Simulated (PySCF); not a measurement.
Structure problem from calculated spectra and properties.

Formula: CH5F4PSi2.

| Quantity | Value |
| --- | --- |
| Rotational structure | rotational constants A, B, C: 1.596, 0.686, 0.560 GHz [GFN2-xTB] |
| Dipole | 2.02 D [PBE0/pcSseg-1] |
| 1H NMR | chemical shifts (computed TMS as zero) by class: 5.19 (1 H), 4.90 (1 H), 4.75 (1 H), 1.61 (2 H) ppm [GIAO PBE0/pcSseg-1] |
| NMR, other nuclei | isotropic shieldings of nuclei other than C and H, by class: 296 (3 F), 458 (1 F), 390 (1 Si), 415 (1 Si), 629 (1 P) ppm [GIAO PBE0/pcSseg-1] |
| 13C NMR | chemical shifts (computed TMS as zero) by class: 78.0 (1 C) ppm [GIAO PBE0/pcSseg-1] |

Gas-phase values; electronic properties from PySCF, density fitting. Levels stand in brackets. Isolated species at its GFN2-xTB geometry (one conformer only). Each NMR value is the plain mean over a class of atoms that symmetry, rotation or inversion makes alike.

Question: Propose a structure and show how it fits.

Answer: Numbering: `[F:1][CH2:2][Si@@H:3]([PH2:4])[Si:5]([F:6])([F:7])[F:8]`. The one carbon: sp3 C–F carbon [C2] (78.0 ppm). Hydrogen classes from least to most shielded: 1 H on an sp3 C–F carbon, C2 (5.19 ppm), 1 H on an sp3 C–F carbon, C2 (4.90 ppm), 1 H on an SiH silicon, Si3 (4.75 ppm), 2 H on a three-coordinate phosphorus, P4 (1.61 ppm). The other shieldings belong to: 296 ppm, silicon-bound fluorine [F6/F7/F8]; 458 ppm, alkyl fluorine [F1]; 390 ppm, fluorine-bound silicon [Si5]; 415 ppm, SiH silicon [Si3]; 629 ppm, three-coordinate phosphorus [P4]. The optimised geometry has point group C1 and is an asymmetric top. Structure: `[Si@H](CF)(P)[Si](F)(F)F`. The assignments are read from this structure; whether some other isomer fits the data as well wasn't checked. The mirror image fits equally.

The values belong to the conformer `[F:1][CH2:2][Si@@H:3]([PH2:4])[Si:5]([F:6])([F:7])[F:8]`: F1–C2–Si3–P4 59°, C2–Si3–Si5–F6 65°, H–P4–Si3–C2 -70°, H–P4–Si3–C2 -164°.
